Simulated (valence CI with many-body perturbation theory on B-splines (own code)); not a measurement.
**Level structure of Er63+**

Method: configuration interaction combined with many-body perturbation theory (CI+MBPT): three valence electrons over a frozen Dirac-Fock core [He], a basis of 11 s, 11 p, 9 d, 7 f, 5 g, 2 h, 1 i functions for each j, with the one-electron correlation potential Σ1 (screened to all orders), the two-electron term Σ2, the three-electron term Σ3, Breit, model QED; selected single and double excitations, second order for the rest (own B-spline code, finite nucleus).

The last digits are not significant, and no measured levels were compared; by estimate large intervals hold to a few tenths of a per cent, small ones and those within an open d or f shell to about a per cent.

Levels 1 to 45 of 101, with energies above the lowest level, (2s^2 2p1/2) J=1/2. "Leading %" is the weight of the configuration and term that name the level; weights of strongly mixed levels are sums over their largest components and can fall short. In the jj column 3d3/2^4 stands for four electrons in 3d with j = 3/2. Lifetimes count E1, E2, E3, M1 and M2 decay at the calculated energies, and are blank where another channel may lead or the interval is too uncertain; long ones can be off by a factor of two.

| No. | Configuration | Term | J | E (eV) | Leading % | Second component | Leading jj | Lifetime |
| --- | --- | --- | --- | --- | --- | --- | --- | --- |
| 1 | 2s2 2p | 2P° | 1/2 | 0.0 | 100 |  | 2s^2 2p1/2 (100 %) |  |
| 2 | 2s 2p2 | 4P | 1/2 | 235.0 | 51 | 31 % 2s 2p2 2S | 2s 2p1/2^2 (100 %) | 51.3 ps |
| 3 | 2s2 2p | 2P° | 3/2 | 996.9 | 99 |  | 2s^2 2p3/2 (99 %) | 57.1 ps |
| 4 | 2s 2p2 | 4P | 3/2 | 1161.6 | 90 | 7 % 2s 2p2 2D | 2s 2p1/2 2p3/2 (100 %) | 22.2 ps |
| 5 | 2s 2p2 | 2D | 5/2 | 1200.2 | 62 | 38 % 2s 2p2 4P | 2s 2p1/2 2p3/2 (100 %) | 140 ps |
| 6 | 2s 2p2 | 2P | 1/2 | 1264.9 | 69 | 30 % 2s 2p2 4P | 2s 2p1/2 2p3/2 (99 %) | 173 fs |
| 7 | 2s 2p2 | 2D | 3/2 | 1266.8 | 62 | 37 % 2s 2p2 2P | 2s 2p1/2 2p3/2 (100 %) | 194 fs |
| 8 | 2p3 | 2P° | 3/2 | 1512.2 | 48 | 27 % 2p3 2D° | 2p1/2^2 2p3/2 (99 %) | 254 fs |
| 9 | 2s 2p2 | 4P | 5/2 | 2176.3 | 62 | 38 % 2s 2p2 2D | 2s 2p3/2^2 (100 %) | 860 fs |
| 10 | 2s 2p2 | 2S | 1/2 | 2274.4 | 68 | 19 % 2s 2p2 4P | 2s 2p3/2^2 (100 %) | 217 fs |
| 11 | 2s 2p2 | 2P | 3/2 | 2275.2 | 60 | 31 % 2s 2p2 2D | 2s 2p3/2^2 (100 %) | 119 fs |
| 12 | 2p3 | 4S° | 3/2 | 2465.2 | 55 | 45 % 2p3 2D° | 2p1/2 2p3/2^2 (100 %) | 125 fs |
| 13 | 2p3 | 2D° | 5/2 | 2487.4 | 100 |  | 2p1/2 2p3/2^2 (100 %) | 134 fs |
| 14 | 2p3 | 2P° | 1/2 | 2538.8 | 100 |  | 2p1/2 2p3/2^2 (100 %) | 114 fs |
| 15 | 2p3 | 2P° | 3/2 | 3501.8 | 52 | 28 % 2p3 2D° | 2p3/2^3 (100 %) | 83.6 fs |
| 16 | 2s2 3s | 2S | 1/2 | 8735.0 | 98 |  | 2s^2 3s (98 %) | 5.10 fs |
| 17 | 2s2 3p | 2P° | 1/2 | 8813.7 | 96 |  | 2s^2 3p1/2 (96 %) | 132 fs |
| 18 | 2s 2p 3s | 4P° | 1/2 | 8892.1 | 85 | 13 % 2s 2p 3s 2P° | 2s 2p1/2 3s (98 %) | 5.70 fs |
| 19 | 2s 2p 3s | 4P° | 3/2 | 8917.4 | 59 | 40 % 2s 2p 3s 2P° | 2s 2p1/2 3s (99 %) | 5.09 fs |
| 20 | 2s 2p 3s | 2P° | 1/2 | 8944.9 | 94 | 5 % 2s 2p 3s 4P° | 2s 2p1/2 3s (99 %) | 6.76 fs |
| 21 | 2s 2p 3p | 4D | 1/2 | 8958.4 | 72 | 20 % 2s 2p 3p 2P | 2s 2p1/2 3p1/2 (100 %) | 7.22 fs |
| 22 | 2s 2p 3p | 4D | 3/2 | 8984.8 | 40 | 33 % 2s 2p 3p 2D | 2s 2p1/2 3p1/2 (99 %) | 2.76 fs |
| 23 | 2s 2p 3p | 4P | 1/2 | 9024.5 | 46 | 30 % 2s 2p 3p 2S | 2s 2p1/2 3p1/2 (99 %) | 5.57 fs |
| 24 | 2s2 3p | 2P° | 3/2 | 9108.6 | 97 |  | 2s^2 3p3/2 (97 %) | 87.0 fs |
| 25 | 2s2 3d | 2D | 3/2 | 9162.5 | 98 |  | 2s^2 3d3/2 (98 %) | 818 as |
| 26 | 2p2 3s | 4P | 1/2 | 9174.6 | 43 | 29 % 2p2 3s 2S | 2p1/2^2 3s (94 %) | 6.05 fs |
| 27 | 2p2 3p | 2P° | 1/2 | 9238.5 | 44 | 37 % 2p2 3p 4D° | 2p1/2^2 3p1/2 (96 %) | 1.36 fs |
| 28 | 2s2 3d | 2D | 5/2 | 9242.1 | 95 |  | 2s^2 3d5/2 (95 %) | 901 as |
| 29 | 2s 2p 3p | 4P | 3/2 | 9263.8 | 31 | 27 % 2s 2p 3p 4D | 2s 2p1/2 3p3/2 (100 %) | 7.58 fs |
| 30 | 2s 2p 3p | 4D | 5/2 | 9294.2 | 42 | 38 % 2s 2p 3p 2D | 2s 2p1/2 3p3/2 (96 %) | 24.0 fs |
| 31 | 2s 2p 3p | 2D | 3/2 | 9296.8 | 43 | 23 % 2s 2p 3p 2P | 2s 2p1/2 3p3/2 (100 %) | 3.38 fs |
| 32 | 2s 2p 3p | 2P | 1/2 | 9303.3 | 42 | 18 % 2s 2p 3p 2S | 2s 2p1/2 3p3/2 (95 %) | 2.27 fs |
| 33 | 2s 2p 3d | 4F° | 3/2 | 9306.2 | 70 | 13 % 2s 2p 3d 2D° | 2s 2p1/2 3d3/2 (100 %) | 3.23 fs |
| 34 | 2s 2p 3d | 4F° | 5/2 | 9334.8 | 44 | 31 % 2s 2p 3d 2F° | 2s 2p1/2 3d3/2 (98 %) | 4.63 fs |
| 35 | 2s 2p 3d | 2P° | 3/2 | 9352.2 | 29 | 25 % 2s 2p 3d 4D° | 2s 2p1/2 3d3/2 (98 %) | 675 as |
| 36 | 2s 2p 3d | 4D° | 1/2 | 9356.9 | 53 | 38 % 2s 2p 3d 2P° | 2s 2p1/2 3d3/2 (97 %) | 747 as |
| 37 | 2s 2p 3d | 4P° | 5/2 | 9397.5 | 34 | 30 % 2s 2p 3d 4D° | 2s 2p1/2 3d5/2 (99 %) | 883 as |
| 38 | 2s 2p 3d | 2F° | 7/2 | 9424.3 | 39 | 37 % 2s 2p 3d 4F° | 2s 2p1/2 3d5/2 (100 %) | 911 as |
| 39 | 2s 2p 3d | 2F° | 5/2 | 9435.7 | 49 | 24 % 2s 2p 3d 2D° | 2s 2p1/2 3d5/2 (99 %) | 916 as |
| 40 | 2s 2p 3d | 2P° | 3/2 | 9436.2 | 39 | 33 % 2s 2p 3d 2D° | 2s 2p1/2 3d5/2 (96 %) | 920 as |
| 41 | 2p2 3p | 2P° | 3/2 | 9548.4 | 34 | 20 % 2p2 3p 4D° | 2p1/2^2 3p3/2 (96 %) | 3.17 fs |
| 42 | 2p2 3d | 2D | 3/2 | 9588.1 | 42 | 32 % 2p2 3d 4F | 2p1/2^2 3d3/2 (98 %) | 4.80 fs |
| 43 | 2p2 3d | 2D | 5/2 | 9680.3 | 36 | 18 % 2p2 3d 4D | 2p1/2^2 3d5/2 (98 %) | 934 as |
| 44 | 2s 2p 3s | 4P° | 5/2 | 9891.6 | 100 |  | 2s 2p3/2 3s (100 %) | 7.38 fs |
| 45 | 2s 2p 3s | 2P° | 3/2 | 9916.0 | 76 | 23 % 2s 2p 3s 4P° | 2s 2p3/2 3s (100 %) | 4.48 fs |

The ionisation energy to 2s2 1S_0 of the next ion comes out as 15506 eV (NIST: 15511 ± 19 eV (theoretical)). All 101 levels together are meant to be complete up to 10675.2 eV.
